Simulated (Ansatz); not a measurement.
## Relative stability

The two ends of one reaction step of Si2H7O3F3, singlet (PBE0-D4/def2-TZVP).

A:

```
15
angstrom
Si -0.7952 0.4460 0.6336
O 0.3585 0.0379 -0.5041
Si 0.1259 0.0587 -2.1673
F -1.9680 0.7560 -0.4636
F -0.6475 1.9199 1.1960
O -1.6157 -0.7015 1.4777
H 1.4924 -0.2150 1.6988
O 0.5858 -0.0291 2.0207
H 1.8105 -0.3003 -0.0835
F 2.6002 -0.4837 0.4395
H -0.2093 1.4207 -2.6335
H 1.4385 -0.3609 -2.7154
H -0.9178 -0.9175 -2.5504
H -2.5115 -0.8299 1.1593
H 0.2533 -0.8012 2.4920
```

B:

```
atom    x (Å)    y (Å)    z (Å)
 Si1  -1.2994   0.6213   1.8732
  O2   0.3093  -0.5485  -1.1880
 Si3   0.4335  -0.6151  -2.8380
  F4  -1.7003   2.1119   1.5380
  F5  -2.1540   0.2217   3.1319
  O6  -1.5430  -0.4146   0.7011
  H7   1.4622  -0.0083   1.4300
  O8   0.2968   0.6438   2.2959
  H9   1.1149  -0.5700  -0.6429
 F10   2.0877  -0.3792   0.8107
 H11   1.2340   0.5260  -3.3518
 H12   1.0719  -1.8844  -3.2709
 H13  -0.9553  -0.5381  -3.3444
 H14  -0.9385  -0.4739  -0.0744
 H15   0.5801   1.3075   2.9295
```

Ansatz 0.2.0; basis: def2-TZVPP; cores frozen in the correlated methods. B3LYP uses VWN-RPA correlation.

Which structure is lower at CCSD(T), and by how much? (An estimate is asked for; the value comes from the calculation.)

By the calculation: B, by 18.4 kJ/mol (electronic energy, against the other). By their contacts, A is a complex of Si₂H₆O₃F₂ ([OH][Si]([OH2])([F])([F])[O][SiH3]) + HF and B is a complex of SiH₂O₂F₂ ([OH][Si]([OH])([F])[F]) + SiH₄O ([OH][SiH3]) + HF.

Do the other methods give the same order? (Judge from chemistry; the calculation decides.)

Computed: Not all: SPW92 gives the other order.

```tsv
method	E(B) − E(A) (kJ/mol)
SPW92	2.4
PBE-D4	-22.0
BLYP-D4	-32.5
r2SCAN-D4	-13.7
B97M-V	-17.7
PBE0-D4	-19.9
B3LYP-D4	-29.4
r2SCAN0-D4	-14.3
BHLYP-D4	-25.3
CAM-B3LYP-D4	-24.0
wB97X-V	-16.2
wB97M-V	-12.2
B2PLYP	-30.6
PBE-QIDH	-18.1
RPA on PBE	-17.9
HF	-49.1
MP2	-19.3
CCSD	-22.3
CCSD(T)	-18.4
```

T1 diagnostic: at most 0.012.

Labels in which every atom is bracketed show which atoms are joined, not bond orders.

For scale, one of the runs: CCSD(T)/def2-TZVPP, 368 basis functions, launched by `ansatz run in.yaml --threads 4 --pin off --events-out ev --progress --plain --max-ram 41984MiB --backend cuda --devices 0, --max-vram 37GiB`. Time: 10 s of wall clock on 4 CPU threads of an AMD EPYC 7R13 and a share of one NVIDIA H100; the host was shared. Peak host memory: 0.88 GiB.
